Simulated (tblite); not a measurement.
C6H6F3PS.
Structure used (GFN2-xTB), in Å, numbered top down from 1:
```xyz
17
C6H6F3PS angstrom
C     -2.250    2.245   -0.355
C     -1.088    1.961   -0.341
C      0.298    1.555   -0.308
P      0.357   -0.104    0.522
S     -0.060   -0.207    2.397
C     -0.484   -1.240   -0.618
C     -1.413   -2.057   -0.149
C      2.174   -0.530    0.113
F      2.995    0.379    0.648
F      2.518   -1.727    0.583
F      2.412   -0.539   -1.209
H     -3.260    2.527   -0.374
H      0.890    2.254    0.295
H      0.712    1.495   -1.320
H     -0.198   -1.199   -1.661
H     -1.949   -2.746   -0.780
H     -1.661   -2.054    0.902
```

Computed values, GFN2-xTB/tblite, gas phase, harmonic and unscaled. This tight-binding method is rough: wavenumbers can miss measured ones by several per cent, in bad cases by 10 to 20. One conformer, not necessarily the lowest.

Harmonic wavenumbers (cm⁻¹): 35.3, 39.4, 55.9, 73.9, 107.8, 129.0, 148.2, 181.0, 189.9, 247.8, 260.6, 293.4, 306.9, 388.6, 427.2, 464.5, 466.2, 561.7, 598.6, 644.4, 656.4, 666.2, 725.4, 770.5, 842.6, 904.5, 975.8, 993.0, 1000.4, 1042.3, 1074.3, 1077.7, 1097.3, 1165.9, 1210.5, 1365.1, 1368.0, 1647.9, 2289.5, 2914.2, 2923.7, 3038.2, 3071.5, 3119.0, 3401.7.

A = 1079, B = 653.9, C = 611.7 MHz; mass 197.988 u (most abundant isotopes); point group C1, symmetry number 1.

Problem. Zero-point energy?

Solution. Half the sum of the wavenumbers: 22481 cm⁻¹ = 64.28 kcal/mol.

Problem. What is S at 298.15 K and 1 bar for an ideal gas of classical rigid rotors and harmonic oscillators?

Solution. Translation 41.78, rotation 30.99, vibration 46.16: S = 118.9 cal/(mol K).

Problem. And Cp and H(298.15 K) − H(0)?

Solution. Cp = 48.32 cal/(mol K), of which vibrations give 40.37 (their classical limit is 45 R = 89.4); H(298.15 K) − H(0) = 9.14 kcal/mol without the zero-point energy, 6.77 from vibrations.

Problem. How do the functions run with temperature in this model?

Solution. 
```csv
T (K),S (cal/(mol K)),Cp (cal/(mol K)),H − H(0) (kcal/mol),G − H(0) (kcal/mol),ln q(vib)
50,65.4,17.5,0.61,-2.66,1.28
100,80.1,25.5,1.70,-6.32,3.54
373.15,130.5,54.9,13.02,-35.68,14.60
500,147.8,63.4,20.56,-53.36,19.02
750,175.7,74.0,37.85,-93.95,26.73
1000,198.0,80.4,57.20,-140.76,33.38
```

q(vib) and H(0) count from the zero-point level.

Problem. Which modes carry the vibrational entropy at 298.15 K?

Solution. 35.3 cm⁻¹: 5.51; 39.4 cm⁻¹: 5.29; 55.9 cm⁻¹: 4.60; 73.9 cm⁻¹: 4.05; 107.8 cm⁻¹: 3.31; 129.0 cm⁻¹: 2.96 cal/(mol K); the other 39 give 20.45 together.

Problem. Blend soft modes into free rotors: weight 1/[1 + (100 cm⁻¹/ν̃)⁴] for the oscillator and the rest for a rotor with moment μB/(μ + B), μ = h/(8π²ν), B = 10⁻⁴⁴ kg m². What vibrational entropy results?

Solution. 41.00 cal/(mol K) in place of 46.16, which changes −T·S at 298.15 K by +1.54 kcal/mol.

Hindered rotation and anharmonicity are outside this model. Other conformers, if any are populated, would add a mixing term that is left out. The structure is chiral; the term R ln 2 for an equal mix with its mirror image is left out.

Hardware: an Arm Neoverse V1 with one thread, no GPU, shared host with 32 logical CPUs at a one-minute load of 18. Cost: 0.85 s. The figure is for the frequency step alone.
